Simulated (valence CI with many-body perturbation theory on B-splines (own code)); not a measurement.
## Energy levels of Sm⁴⁷⁺

Level of theory: valence CI with perturbative core correlation (CI+MBPT): five valence electrons over a frozen Dirac-Fock core [Ne], radial functions for each j: 9 s, 9 p, 8 d, 6 f, 3 g, 1 h, with the one-electron correlation potential Σ1, the two-electron term Σ2, the three-electron term Σ3, Breit, model QED; selected CI, second order for the rest (own B-spline code, finite nucleus).

The last digits are not significant, and no measured levels were compared; by estimate large intervals hold to a few tenths of a per cent, small ones and those within an open d or f shell to about a per cent. Among the levels kept, up to 620 cm⁻¹ of a level comes from second order outside the variational space, and about a tenth of that is noise between levels of different J, which matters for small intervals.

Levels 46 to 53 of 53, with energies above the lowest level, (3s^2 3p1/2^2 3p3/2) J=3/2. "Leading %" is the weight of the configuration and term that name the level; weights of strongly mixed levels are sums over their largest components and can fall short. In the jj column 3d3/2^4 stands for four electrons in 3d with j = 3/2. Lifetimes count E1, E2, E3, M1 and M2 decay at the calculated energies, and are blank where another channel may lead or the interval is too uncertain; long ones can be off by a factor of two.

```json
{"No.": "46", "Configuration": "3s²3p3d²", "Term": "⁴G°", "J": "5/2", "E (Ry)": "37.933", "Leading %": "47", "Second component": "29 % 3s²3p3d² ²F°", "Lifetime": "2.09 ps", "Leading jj": "3s^2 3p1/2 3d3/2^2 (83 %)"}
{"No.": "47", "Configuration": "3s²3p²3d", "Term": "⁴F", "J": "9/2", "E (Ry)": "37.957", "Leading %": "58", "Second component": "40 % 3s²3p²3d ²G", "Lifetime": "28.4 ns", "Leading jj": "3s^2 3p3/2^2 3d5/2 (98 %)"}
{"No.": "48", "Configuration": "3s²3p²3d", "Term": "²D", "J": "3/2", "E (Ry)": "38.137", "Leading %": "66", "Second component": "8 % 3s²3p²3d ⁴F", "Lifetime": "1.07 ps", "Leading jj": "3s^2 3p3/2^2 3d3/2 (87 %)"}
{"No.": "49", "Configuration": "3s²3p²3d", "Term": "²P", "J": "1/2", "E (Ry)": "38.292", "Leading %": "47", "Second component": "31 % 3s²3p²3d ²S", "Lifetime": "38.3 ps", "Leading jj": "3s^2 3p3/2^2 3d5/2 (89 %)"}
{"No.": "50", "Configuration": "3s3p³3d", "Term": "²F°", "J": "7/2", "E (Ry)": "38.434", "Leading %": "25", "Second component": "15 % 3s3p³3d ⁴G°", "Lifetime": "2.76 ps", "Leading jj": "3s 3p1/2^2 3p3/2 3d5/2 (88 %)"}
{"No.": "51", "Configuration": "3s3p³3d", "Term": "²P°", "J": "1/2", "E (Ry)": "38.856", "Leading %": "43", "Second component": "42 % 3s3p³3d ⁴D°", "Lifetime": "5.78 ps", "Leading jj": "3s 3p1/2^2 3p3/2 3d5/2 (91 %)"}
{"No.": "52", "Configuration": "3s3p³3d", "Term": "²F°", "J": "5/2", "E (Ry)": "39.198", "Leading %": "24", "Second component": "14 % 3s3p³3d ²D°", "Lifetime": "2.43 ps", "Leading jj": "3s 3p1/2^2 3p3/2 3d5/2 (79 %)"}
{"No.": "53", "Configuration": "3s3p³3d", "Term": "⁴D°", "J": "3/2", "E (Ry)": "39.311", "Leading %": "25", "Second component": "16 % 3s3p³3d ²P°", "Lifetime": "2.53 ps", "Leading jj": "3s 3p1/2^2 3p3/2 3d5/2 (82 %)"}
```
